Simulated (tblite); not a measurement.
Run record: tight-binding relaxation, `COC(CS(=O)(=O)Cl)OC`.

Computed with GFN2-xTB geometry optimisation, gas phase (tblite 0.8.0). Start geometry: from a force field or distance geometry. The command runs a driver script over a list of jobs; the input below is this job's line of settings and its coordinates in Å.

Command:
```bash
OMP_NUM_THREADS=1 python probes_run.py task.json out
```

Input:
```
{"job": {"kind": "relax", "xc": "GFN2-xTB", "basis": "xTB"}, "charge": 0, "multiplicity": 1}
C      1.626900     1.604000     0.788500
O      1.097300     0.317700     1.067600
C      0.114700    -0.107000     0.141300
C     -1.258800     0.262900     0.682500
S     -2.448500     0.380000    -0.596900
O     -3.744700     0.646000    -0.004600
O     -1.918100     1.256600    -1.640000
Cl    -2.659600    -1.438200    -1.499400
O      0.155300    -1.529600     0.007500
C      1.347000    -1.975400    -0.605300
H      2.330500     1.871000     1.570600
H      2.138000     1.597400    -0.169900
H      0.813700     2.354600     0.787700
H      0.300900     0.345800    -0.846700
H     -1.252300     1.237100     1.194800
H     -1.627500    -0.487300     1.418300
H      1.297800    -3.058100    -0.709500
H      2.219700    -1.735000     0.006800
H      1.458000    -1.533200    -1.600800
```

Output:
```
step      E/eV     max force
  0   -1012.23227    2.221
  1   -1012.34474    0.823
  2   -1012.36243    0.353
  3   -1012.38095    0.434
  4   -1012.39673    0.591
  5   -1012.40612    0.332
  6   -1012.41039    0.195
  7   -1012.41308    0.184
  8   -1012.41518    0.132
  9   -1012.41685    0.106
... (154 lines left out)
164   -1012.49478    0.026
165   -1012.49485    0.020
166   -1012.49491    0.020
167   -1012.49496    0.015
168   -1012.49501    0.014
169   -1012.49506    0.013
170   -1012.49509    0.011
171   -1012.49512    0.010
172   -1012.49515    0.011
173   -1012.49517    0.009
```

«max force» is the largest atomic force in eV/Å.

Problem. From which step on does the largest force stay under 0.1 eV/Å, and how much energy is left to gain from there?

Solution. From step 130 (0.059 eV/Å), 9.2 meV above the end.

In short: energy lowered by 6.1 kcal/mol over 173 steps; largest atomic force 0.009 eV/Å at the end.

Problem. Give the final coordinates.

Solution. 0.595 Å rms from the input after alignment:
```
atom  x, y, z in Å
C1     1.6801    1.6009    1.1444
O2     1.1861    0.2829    1.0807
C3     0.1760    0.0712    0.1297
C4    -1.2124    0.4818    0.6053
S5    -2.3148   -0.0340   -0.7340
O6    -3.5454    0.6806   -0.6074
O7    -1.6372    0.0262   -1.9884
Cl8   -2.7518   -1.9560   -0.3427
O9     0.0638   -1.2820   -0.1349
C10    1.1337   -1.8348   -0.8838
H11    2.5517    1.5610    1.7939
H12    1.9763    1.9594    0.1521
H13    0.9428    2.2898    1.5690
H14    0.4173    0.6334   -0.7969
H15   -1.3499    1.5516    0.7201
H16   -1.4963   -0.0591    1.5021
H17    0.8903   -2.8867   -1.0074
H18    2.0788   -1.7280   -0.3471
H19    1.2010   -1.3488   -1.8622
```
Labels such as C1 count atoms from 1, the log's own numbers from 0.
